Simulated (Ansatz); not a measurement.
```yaml
crystal:
  periodic: [false, false, false]
  atoms:
    - {symbol: In, position_ang: [-0.073314, -0.082265, 0.021321]}
    - {symbol: F, position_ang: [1.117479, -1.422311, -0.517430]}
    - {symbol: F, position_ang: [-1.282248, 0.643898, -1.265109]}
    - {symbol: F, position_ang: [0.123573, 0.864122, 1.608803]}
basis:
  gaussian: {orbitals: def2-SVP}
hamiltonian: {xc: {name: PBEsol}, dispersion: d3bj}
output: {forces: true}
```

```sh
$ ansatz run in.yaml --threads 4 --pin off --events-out ev --progress --plain --max-ram 3916MiB
```

Shortened log:

```
Functional definition: PBEsol
760 factors; their error is unknown
mean field evaluation 1: about -13275.1561 eV, gradient 6.3e1 eV
mean field evaluation 2: about -13231.5573 eV, gradient 1.7e2 eV
mean field evaluation 4: about -13281.5049 eV, gradient 1.6e1 eV
mean field evaluation 8: about -13281.9367 eV, gradient 2.0e-1 eV
mean field evaluation 16: about -13281.9035 eV, gradient 4.5e-5 eV
mean field -13281.90349712 eV, -488.1009507218 hartree, gradient 4.5e-5 eV, S^2 0.000000; 0 other end points of the search recorded, 0 dependent functions left out
reference -13281.90354834 eV, -488.1009526039 hartree; 24, 24 occupied and 44, 44 virtual orbitals, 760 factors
Total energy: -13281.92070139 eV, -488.1015829669 hartree
Atom 0 at    -0.073314    -0.082265     0.021321 Å, force    -0.652416     0.114416    -1.034682 eV/Å
Atom 1 at     1.117479    -1.422311    -0.517430 Å, force     1.218202    -1.576464    -0.525712 eV/Å
Atom 2 at    -1.282248     0.643898    -1.265109 Å, force    -0.757959     0.292779    -0.670511 eV/Å
Atom 3 at     0.123573     0.864122     1.608803 Å, force     0.192173     1.169270     2.230905 eV/Å
Dipole moment:    -0.055977    -0.143149     0.111380 e Å
```

Hardware: 4 threads of Arm Neoverse V1 on a shared host. Wall time 0.5 s.

In the def2 sets In takes a core potential; there is no spin–orbit coupling.
